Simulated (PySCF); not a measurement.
**CuH9NPSi2: core ionisation energies**

Cu(PH3)(N(SiH3)2) (singlet state).
Bonds: Cu1–P2, Cu1–N6, N6–Si7, N6–Si8. Hydrogens: H3, H4, H5 on P2; H9, H10, H11 on Si7; H12, H13, H14 on Si8.

Level of theory: delta-SCF UKS SCAN, pcX-2 on the ionised atom (unc-x2c-TZVPall on a metal), pcseg-1 elsewhere, spin-free X2C in PySCF. These are vertical core ionisation energies against the vacuum level, from separate self-consistent calculations with and without the core hole.

Q: List the computed XPS lines with their assignment.

A: 
```tsv
atom(s)	environment	level	binding energy (eV)	2p1/2 (eV)	count
P2	phosphorus bonded to Cu and 3 H	P 1s	2151.95	–	1
Si7/Si8	silicon bonded to N and 3 H	Si 1s	1845.85	–	2
Cu1	copper bonded to N and P	Cu 2p3/2	938.35	959.00	1
N6	nitrogen bonded to Cu and 2 Si	N 1s	402.26	–	1
P2	phosphorus bonded to Cu and 3 H	P 2p3/2	138.28	139.17	1
Si7/Si8	silicon bonded to N and 3 H	Si 2p3/2	105.95	106.58	2
```

Q: Which photon wavelength matches the Si 1s of Si7/Si8 threshold?

A: λ = hc/E = 12398.42 eV Å / 1845.85 eV = 6.717 Å.

One atom of each set of topologically equivalent atoms was ionised and stands for the set; in this conformer not all members are related by symmetry, and their own values weren't computed. The 2p values add to the ΔSCF energy of one spin-free hole a correction within the shell (spin–orbit coupling, ligand field). 2p1/2 minus 2p3/2 (ligand field included): Cu 20.65 eV, P 0.89 eV, Si 0.62 eV. Satellites of the metal's 2p lines aren't described. Isolated species at its PBE0-D3(BJ)/def2-SVP geometry, gas phase. Metal 2p energies of this one-determinant scheme are less reliable than its 1s energies.
